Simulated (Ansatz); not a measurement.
Reaction (atomization): `[CH3][SnH]([NH2])[OH]` → C• + 7 H• + N• + O• + Sn•

Calculated with Ansatz (gas phase, PBE0-D4/def2-TZVP geometries, no zero-point term in ΔE). CBS: MP2 limit from def2 TZ/QZ plus the TZ coupled-cluster correction, frozen cores. This one scheme is used for every species, atoms too. DFT in def2-TZVPP. Open shells (•) are unrestricted, without spin–orbit coupling. Spin–orbit coupling would lower the free atoms: a little for C, O; strongly for Sn. def2 core potentials past Kr. Bonds to Sn are less sure, by a few kJ/mol each and by 10 to 20 or more in all where they break to atoms, as the def2 sets lack core-valence functions. Each species was taken in one conformer, which may not be the lowest.

CCSD(T)/CBS gives +3668.6 kJ/mol.

Another level gave +2497.9 kJ/mol. Which?
A. B2PLYP/def2-TZVPP
B. ωB97M-V/def2-TZVPP
C. HF/def2-TZVPP
D. ωB97X-V/def2-TZVPP

C. HF/def2-TZVPP 2497.9, ωB97M-V 3640.9, ωB97X-V 3653.0, B2PLYP 3590.4 kJ/mol.

Largest T1 diagnostic among the species: 0.012.

The D4 term adds +30.9 kJ/mol with B3LYP and +16.3 kJ/mol with PBE0; it sums over pairs of atoms, weighted by their polarisabilities, and B3LYP, whose exchange is more repulsive, gets the larger term. From PBE to PBE0 (25 % exact exchange), in def2-TZVPP and without D4, ΔE moves by −73.9 kJ/mol: exact exchange takes away binding that semilocal exchange gives to molecules.

B3LYP here is the variant with VWN-RPA as its local correlation; programs differ in this.

For atomizations the MP2-based limit and the directly extrapolated one differ by several kJ/mol either way, and by 10 to 25 for some Ge, Se and Sn compounds, so smaller differences from it don't rank the levels.
